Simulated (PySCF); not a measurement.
WOF₃, SMILES [O]=[W+]([F])([F])[F], charge +1, multiplicity 1.

Geometry: B3LYP-D3(BJ)/def2-SVP. The multiplicity is an assumed one; other spin states were not compared. The isomer is the one that the SMILES or the coordinates give; other isomers of the formula were not compared. The def2 effective core potentials stand for the cores of W; spin–orbit coupling is left out.

Level of theory: PySCF with PBE0/def2-TZVP.

The molecule is in vacuum.

Computed frontier levels, gap, dipole moment and polarisability:
The highest occupied level is -18.29 eV and the lowest empty level is -10.16 eV. The orbital gap is 8.13 eV and the dipole moment about the centre of nuclear charge comes out as 0.99 D. The mean static polarisability comes out as 32.8 bohr³ (4.86 Å³) and the polarisability, principal values is 31.7, 31.7, 35.1 bohr³.
